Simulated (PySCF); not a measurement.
Steps of a relaxation of Er(OH)3(NH3)

Er(OH)3(NH3) (singlet in the valence; each metal's 4f electrons, 11 of them, lie in its core potential, out of spins and levels). PySCF 2.14.0, RKS PBE0, Er lcecp-1-SVP with ECP57, O def2-SVP, H def2-SVP, N def2-SVP; non-relativistic Hamiltonian with scalar-relativistic core potentials where named; density fitting; no spin-orbit coupling. Origin of the start: template. Columns: position (Å) and force (eV/Å). Energies are counted from the last step; some of the 20 steps are shown. Forces carry noise of the integration grid, about 0.01 to 0.03 eV/Å.

Run from Python with OMP_NUM_THREADS=2. Where DIIS fails, smearing, a level shift and second-order steps follow.
It took 120 s on 2 threads of Arm Neoverse V1, with other jobs on the host, from the converged density of the start.

```xyz
11
step 0  E = 0.531 eV
Er    0.0156   -0.0145    0.0124     1.80   -1.73    1.71
O     1.2464    1.2163    1.2432    -0.91   -0.54   -0.70
H     1.7660    1.4884    2.0103    -0.30   -0.19   -0.47
O    -1.2152   -1.2453    1.2432     0.32    1.04   -0.74
H    -1.7348   -1.5174    2.0103     0.38    0.13   -0.43
O     1.2464   -1.2453   -1.2184    -0.87    0.71    0.53
H     1.7660   -2.0124   -1.4905    -0.32    0.46    0.19
N    -1.4177    1.4188   -1.4209    -0.08    0.09   -0.08
H    -2.0308    2.0319   -0.8838    -0.05    0.05    0.09
H    -0.8806    2.0319   -2.0340     0.09    0.06   -0.06
H    -2.0308    0.8817   -2.0340    -0.05   -0.10   -0.05
```

```xyz
11
step 6  E = 0.032 eV
Er    0.1558   -0.1751    0.1827    -0.01    0.13   -0.20
O     1.1640    1.2814    1.2082     0.15    0.07    0.26
H     1.6667    1.7948    1.8486    -0.22   -0.17   -0.32
O    -1.3485   -1.1127    1.1959    -0.21   -0.14    0.34
H    -1.9206   -1.5045    1.8648     0.25    0.16   -0.37
O     1.1515   -1.2247   -1.2772    -0.03   -0.04    0.16
H     1.6490   -1.8850   -1.7592    -0.07    0.12   -0.01
N    -1.2801    1.2991   -1.2920     0.08   -0.09    0.10
H    -1.8784    1.9119   -0.7361     0.02   -0.02    0.00
H    -0.7317    1.9007   -1.9080     0.01   -0.02    0.02
H    -1.8974    0.7480   -1.8900     0.02   -0.01    0.01
```

```xyz
11
step 13  E = 0.001 eV
Er    0.1643   -0.1966    0.2313     0.00    0.00    0.01
O     1.1539    1.3053    1.1972     0.01   -0.01    0.01
H     1.6576    1.9227    1.7228     0.00    0.01   -0.01
O    -1.3894   -1.0874    1.2103     0.02    0.02   -0.01
H    -2.0449   -1.5132    1.7569    -0.02   -0.03    0.01
O     1.1122   -1.2252   -1.2588     0.00   -0.01    0.02
H     1.5962   -1.7806   -1.8658     0.00    0.01   -0.01
N    -1.2186    1.2391   -1.2253    -0.01    0.01   -0.01
H    -1.8138    1.8558   -0.6718    -0.01    0.01   -0.01
H    -0.6555    1.8305   -1.8369     0.00    0.00    0.00
H    -1.8316    0.6833   -1.8223    -0.01    0.00    0.00
```

Question: Where does the relaxation end?

Answer: It converges at step 19 in C3v:
```xyz
11
step 19  E = 0
Er    0.1501   -0.1975    0.2465
O     1.1620    1.3015    1.1930
H     1.6807    1.9311    1.6881
O    -1.3993   -1.0952    1.2268
H    -2.0500   -1.5618    1.7466
O     1.1024   -1.2312   -1.2344
H     1.6028   -1.7564   -1.8543
N    -1.2220    1.2458   -1.2250
H    -1.8166    1.8775   -0.6875
H    -0.6440    1.8245   -1.8354
H    -1.8358    0.6955   -1.8266
```

Question: How did the contacts change?

Answer: 
```json
{"contact": "Er1–O2 (OH)", "start (Å)": "2.132", "end (Å)": "2.041"}
{"contact": "Er1–O4 (OH)", "start (Å)": "2.132", "end (Å)": "2.041"}
{"contact": "Er1–O6 (OH)", "start (Å)": "2.132", "end (Å)": "2.042"}
{"contact": "Er1–N8 (NH3)", "start (Å)": "2.483", "end (Å)": "2.476"}
```


No frequency check is given that shows the relaxed geometry to be a minimum. An lcecp potential fixes the number of 4f electrons, so in runs with it no electron can move into or out of that shell.
